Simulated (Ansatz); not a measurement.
Calculated with Ansatz (gas phase, PBE0-D4/def2-TZVP geometries, no zero-point term in ΔE). CCSD(T)/CBS adds triple-zeta CCSD(T) − MP2 to the extrapolated MP2 energy (def2 sets, frozen cores). DFT in def2-TZVPP. B3LYP here is the variant with VWN-RPA as its local correlation; programs differ in this. HSE06 is defined as in plane-wave codes. One conformer a species, not always the lowest.

`[BH2][Al]([NH2])[SiH3]` + `O[SiH2]O[SiH2]F` → `[NH2][Al]([SiH3])[SiH2]O` + `BO[SiH2]F`  (redistribution)

```tsv
level	ΔE (kJ/mol)	difference from CCSD(T)/CBS
LDA (SPW92)	-52.2	-25.1
PBE-D4	-49.4	-22.3
revPBE-D4	-47.2	-20.1
BLYP-D4	-40.7	-13.6
r2SCAN-D4	-34.8	-7.7
PBE0-D4	-40.5	-13.4
B3LYP-D4	-34.5	-7.4
r2SCANh-D4	-33.2	-6.1
r2SCAN0-D4	-30.9	-3.8
BHLYP-D4	-25.2	1.9
CAM-B3LYP-D4	-30.3	-3.2
ωB97X-V	-30.3	-3.2
ωB97M-V	-28.6	-1.5
B2PLYP	-30.8	-3.7
PBE	-49.2	-22.1
revPBE	-47.7	-20.6
BLYP	-40.6	-13.5
PBE0	-40.3	-13.2
B3LYP	-34.2	-7.1
r2SCANh	-33.0	-5.9
r2SCAN0	-30.7	-3.6
HSE06	-40.6	-13.5
BHLYP	-24.5	2.6
CAM-B3LYP	-29.9	-2.8
LC-ωPBE	-32.1	-5.0
RPA@PBE/def2-TZVPP	-29.7	-2.6
HF/def2-SVP	-29.2	-2.1
MP2/def2-SVP	-48.6	-21.5
CCSD/def2-SVP	-45.8	-18.7
CCSD(T)/def2-SVP	-50.2	-23.1
HF/def2-TZVPP	-12.2	14.9
MP2/def2-TZVPP	-27.1	0.0
SCS-MP2/def2-TZVPP	-24.4	2.7
CCSD(T)/def2-TZVPP	-28.3	-1.2
HF/def2-QZVPP	-10.7	16.4
MP2/def2-QZVPP	-25.9	1.2
SCS-MP2/def2-QZVPP	-23.2	3.9
HF/CBS(def2)	-10.5	16.6
MP2/CBS(def2)	-25.9	1.2
CCSD/CBS(def2)	-23.0	4.1
CCSD(T)/CBS	-27.1	0
```

Largest T1 diagnostic among the species: 0.013.

From BLYP to BHLYP (50 % exact exchange), in def2-TZVPP and without D4, ΔE moves by +16.1 kJ/mol. At CCSD(T), def2-SVP lies −23.1 kJ/mol from the extrapolated value and def2-TZVPP −1.2 kJ/mol.

CCSD(T)/CBS has its own doubt, a few kJ/mol and more with outer-core shells, so smaller differences from it don't rank the levels.
